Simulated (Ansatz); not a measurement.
ClTl, triplet, at a GFN2-xTB geometry (such geometries of metal compounds can be far from the true shape) (a higher spin typed on purpose: for a closed-shell molecule this is an excited state) (core potentials on Tl), atoms displaced at random by about 0.02 Å a coordinate; PBE/def2-TZVP (Ansatz, a first-principles code).

The Ansatz input:
Ansatz 0.2 input:
```yaml
crystal:
  periodic: [false, false, false]
  atoms:
    - {symbol: Tl, position_ang: [0.00088840, -0.01314057, -0.52221520]}
    - {symbol: Cl, position_ang: [-0.00784141, -0.00318811, 2.52725910]}
basis:
  gaussian:
    orbitals: def2-TZVP
hamiltonian:
  xc: pbe
magnetization: {spin_polarized: true, initial_magnetization: 2}
relax: {escape_saddle: false}
```

The log (banner, timings and long lists left out):

```
Functional definition: PBE
645 factors; their error is unknown
mean field evaluation 1: about -17210.9896 eV, gradient 6.7e0 eV
mean field evaluation 2: about -17209.9568 eV, gradient 1.4e1 eV
mean field evaluation 4: about -17211.2210 eV, gradient 1.7e0 eV
mean field evaluation 8: about -17211.2377 eV, gradient 3.3e-2 eV
mean field evaluation 16: about -17211.2351 eV, gradient 3.6e-5 eV
mean field evaluation 32: about -17210.9917 eV, gradient 4.7e-3 eV
mean field evaluation 64: about -17211.0255 eV, gradient 9.6e-1 eV
mean field evaluation 96: about -17211.1872 eV, gradient 3.9e-1 eV
mean field -17211.23511391 eV, -632.5012242418 hartree, gradient 6.1e-9 eV, S^2 2.003885; 13 other end points of the search recorded, 0 dependent functions left out
the calculation of the forces begins
reference -17211.23515770 eV, -632.5012258514 hartree; 20, 18 occupied and 67, 69 virtual orbitals, 645 factors
relax step   1: F+E_penalty+E_count = -17211.23511391 eV  Δ(F+E_penalty+E_count) = +0.000e0 eV  max|allowed force component| = 4.381e-1 eV/Å  Δτ_max = 0.0000 Å  (416 SCF iters, accepted)
these checks for a lower state are left out or cut short: starts, cluster_reference, orbital_swaps, neighbouring_geometries, increment
645 factors; their error is unknown
mean field evaluation 128: about -17211.2643 eV, gradient 2.3e-2 eV
mean field -17211.26430556 eV, -632.5022970155 hartree, gradient 4.9e-6 eV, S^2 2.003901; 0 other end points of the search recorded, 0 dependent functions left out
the calculation of the forces begins
reference -17211.26434940 eV, -632.5022986265 hartree; 20, 18 occupied and 67, 69 virtual orbitals, 645 factors
relax step   2: F+E_penalty+E_count = -17211.26430556 eV  Δ(F+E_penalty+E_count) = -2.919e-2 eV  max|allowed force component| = 4.719e-1 eV/Å  Δτ_max = 0.0320 Å  (48 SCF iters, accepted)
these checks for a lower state are left out or cut short: starts, cluster_reference, orbital_swaps, neighbouring_geometries, increment
645 factors; their error is unknown
mean field -17211.43908119 eV, -632.5087199012 hartree, gradient 1.2e-5 eV, S^2 2.003635; 0 other end points of the search recorded, 0 dependent functions left out
the calculation of the forces begins
reference -17211.43912438 eV, -632.5087214886 hartree; 20, 18 occupied and 67, 69 virtual orbitals, 645 factors
relax step   3: F+E_penalty+E_count = -17211.43908119 eV  Δ(F+E_penalty+E_count) = -1.748e-1 eV  max|allowed force component| = 2.140e-1 eV/Å  Δτ_max = 0.1950 Å  (39 SCF iters, accepted)
these checks for a lower state are left out or cut short: starts, cluster_reference, orbital_swaps, neighbouring_geometries, increment
645 factors; their error is unknown
mean field -17211.18610207 eV, -632.4994230902 hartree, gradient 1.6e-5 eV, S^2 2.002890; 0 other end points of the search recorded, 0 dependent functions left out
the calculation of the forces begins
reference -17211.18614512 eV, -632.4994246720 hartree; 20, 18 occupied and 67, 69 virtual orbitals, 645 factors
relax step   4: F+E_penalty+E_count = -17211.18610207 eV  Δ(F+E_penalty+E_count) = +2.530e-1 eV  max|allowed force component| = 2.503e0 eV/Å  Δτ_max = 0.1618 Å  (36 SCF iters, rejected (line search))
these checks for a lower state are left out or cut short: starts, cluster_reference, orbital_swaps, neighbouring_geometries, increment
645 factors; their error is unknown
mean field evaluation 160: about -17211.4445 eV, gradient 1.1e-5 eV
mean field -17211.44447735 eV, -632.5089182065 hartree, gradient 1.8e-5 eV, S^2 2.003568; 0 other end points of the search recorded, 0 dependent functions left out
the calculation of the forces begins
reference -17211.44452048 eV, -632.5089197915 hartree; 20, 18 occupied and 67, 69 virtual orbitals, 645 factors
relax step   5: F+E_penalty+E_count = -17211.44447735 eV  Δ(F+E_penalty+E_count) = -5.396e-3 eV  max|allowed force component| = 1.035e-1 eV/Å  Δτ_max = 0.0168 Å  (34 SCF iters, accepted)
these checks for a lower state are left out or cut short: starts, cluster_reference, orbital_swaps, neighbouring_geometries, increment
645 factors; their error is unknown
mean field -17211.44579012 eV, -632.5089664501 hartree, gradient 1.9e-5 eV, S^2 2.003501; 0 other end points of the search recorded, 0 dependent functions left out
the calculation of the forces begins
reference -17211.44583321 eV, -632.5089680333 hartree; 20, 18 occupied and 67, 69 virtual orbitals, 645 factors
relax step   6: F+E_penalty+E_count = -17211.44579012 eV  Δ(F+E_penalty+E_count) = -1.313e-3 eV  max|allowed force component| = 2.432e-2 eV/Å  Δτ_max = 0.0157 Å  (34 SCF iters, accepted)
these checks for a lower state are left out or cut short: starts, cluster_reference, orbital_swaps, neighbouring_geometries, increment
645 factors; their error is unknown
mean field -17211.44585686 eV, -632.5089689028 hartree, gradient 2.1e-5 eV, S^2 2.003513; 0 other end points of the search recorded, 0 dependent functions left out
the calculation of the forces begins
reference -17211.44589995 eV, -632.5089704863 hartree; 20, 18 occupied and 67, 69 virtual orbitals, 645 factors
relax step   7: F+E_penalty+E_count = -17211.44585686 eV  Δ(F+E_penalty+E_count) = -6.674e-5 eV  max|allowed force component| = 2.599e-4 eV/Å  Δτ_max = 0.0028 Å  (33 SCF iters, accepted)
645 factors; their error is unknown
mean field evaluation 192: about -17211.4459 eV, gradient 2.9e-3 eV
mean field evaluation 224: about -17211.4458 eV, gradient 4.9e-2 eV
mean field evaluation 256: about -17210.4029 eV, gradient 8.9e-1 eV
mean field -17211.44585686 eV, -632.5089689028 hartree, gradient 2.1e-5 eV, S^2 2.003513; 11 other end points of the search recorded, 0 dependent functions left out
the calculation of the forces begins
reference -17211.44589995 eV, -632.5089704863 hartree; 20, 18 occupied and 67, 69 virtual orbitals, 645 factors
Total energy: -17211.44589995 eV, -632.5089704863 hartree
Atom 0 at     0.000153    -0.012303    -0.265459 Å, force    -0.000001     0.000001     0.000260 eV/Å
Atom 1 at    -0.007106    -0.004026     2.270503 Å, force     0.000001    -0.000001    -0.000260 eV/Å
Dipole moment:     0.000781    -0.000890    -0.272731 e Å
```
